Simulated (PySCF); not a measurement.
A PySCF script (with the pyscf-properties extension) for the NMR shieldings of `C1=CC[Si](SC)(C)C1`, C6H12SSi, on a GFN2-xTB geometry:

```python
import basis_set_exchange as bse
import numpy as np
from pyscf import gto, dft
from pyscf.prop import nmr

atoms = """
C     2.468232   -1.051772   -0.179114
S     2.197949    0.664200    0.371870
Si    0.047450    0.805372    0.130912
C    -0.435708    2.586641    0.554635
C    -0.535898    0.159833   -1.574134
C    -1.206750   -1.141832   -1.251956
C    -1.362579   -1.491449    0.013487
C    -0.864700   -0.576776    1.092337
H     1.823302   -1.723641    0.376732
H     3.509130   -1.283247    0.018573
H     2.266349   -1.130090   -1.242098
H    -1.512655    2.713261    0.542260
H    -0.004042    3.281171   -0.157751
H    -0.072087    2.858392    1.539265
H     0.265244    0.004993   -2.298377
H    -1.249676    0.833085   -2.051186
H    -1.549728   -1.759081   -2.069946
H    -1.841947   -2.415018    0.304932
H    -1.709603   -0.197933    1.669536
H    -0.237430   -1.125427    1.797291
"""
names = dict.fromkeys(["C", "S", "Si", "H"], "pcSseg-1")
basis = {el: gto.basis.parse(bse.get_basis(n, elements=[el], fmt="nwchem")) for el, n in names.items()}
mol = gto.M(atom=atoms, basis=basis, charge=0, verbose=0)
mf = dft.RKS(mol, xc="PBE0")
mf.grids.level = 2
mf.grids.alignment = dft.numint.BLKSIZE   # the property module wants whole blocks of grid points
mf.conv_tol = 1e-9
mf.kernel()

calc = nmr.RKS(mf)   # GIAO
C = mf.mo_coeff
Co = C[:, mf.mo_occ > 0]
resp = mf.gen_response(singlet=True, hermi=2)
def vind(x):   # induced exchange potential for any number of trial vectors
    d = np.einsum("pi,xij,qj->xpq", C, 2 * x.reshape(-1, C.shape[1], Co.shape[1]), Co, optimize=True)
    return np.einsum("xpq,pi,qj->xij", resp(d - d.transpose(0, 2, 1)), C, Co, optimize=True).ravel()
mo1, _ = nmr.rhf.solve_mo1(calc, with_cphf=vind)
sigma = calc.kernel(mo1)
for i, s in enumerate(sigma):   # ppm
    w = np.linalg.eigvalsh((s + s.T) / 2)
    print("%2d %-2s iso %8.1f  s11 %8.1f  s22 %8.1f  s33 %8.1f" % (i, mol.atom_pure_symbol(i), w.mean(), *w))
```

Question: What does it print?

Answer: 
```
 0 C  iso    174.8  s11    165.2  s22    167.4  s33    191.7
 1 S  iso    669.6  s11    598.5  s22    623.5  s33    786.7
 2 Si iso    310.9  s11    291.2  s22    311.4  s33    330.2
 3 C  iso    188.9  s11    181.9  s22    188.9  s33    195.8
 4 C  iso    165.2  s11    153.8  s22    157.0  s33    184.7
 5 C  iso     48.8  s11    -58.7  s22     62.0  s33    143.2
 6 C  iso     48.2  s11    -59.2  s22     60.7  s33    143.1
 7 C  iso    163.8  s11    152.4  s22    156.6  s33    182.5
 8 H  iso     30.0  s11     23.9  s22     29.7  s33     36.3
 9 H  iso     29.7  s11     23.6  s22     26.6  s33     39.0
10 H  iso     29.8  s11     24.3  s22     28.4  s33     36.9
11 H  iso     31.5  s11     26.7  s22     28.7  s33     39.1
12 H  iso     31.2  s11     26.4  s22     28.8  s33     38.3
13 H  iso     31.2  s11     26.3  s22     29.0  s33     38.3
14 H  iso     30.0  s11     26.1  s22     28.6  s33     35.4
15 H  iso     30.1  s11     25.6  s22     27.9  s33     36.8
16 H  iso     25.6  s11     23.3  s22     26.4  s33     27.2
17 H  iso     25.6  s11     23.2  s22     26.4  s33     27.1
18 H  iso     30.1  s11     25.7  s22     27.9  s33     36.6
19 H  iso     30.1  s11     26.3  s22     28.5  s33     35.4
```

These numbers come from an equivalent density-fitted implementation of the same equations, which agrees with the script to about 0.01 ppm for H and up to a few tenths of a ppm for heavy atoms, so last digits may differ.

Question: Turn these shieldings into chemical shifts. Chemical shifts δ = σref − σ; 13C (σ = 186.93 ppm) and 29Si (σ = 349.16 ppm) and 1H (σ = 31.72 ppm) vs TMS; CS2 for 33S (σ = 503.73 ppm), all at this level.

Answer: Averaging equivalent atoms: C 5/6: 138.4; C 4/7: 22.4; C 0: 12.2; C 3: -1.9; S 1: -166; Si 2: 38.2; H 16/17: 6.10; H 8/9/10: 1.87; H 14/19: 1.66; H 15/18: 1.63; H 11/12/13: 0.42 ppm. 

Size and cost of the density-fitted run: 210 basis functions, 54 s wall time on 1 thread of an Arm Neoverse V1, shared host.
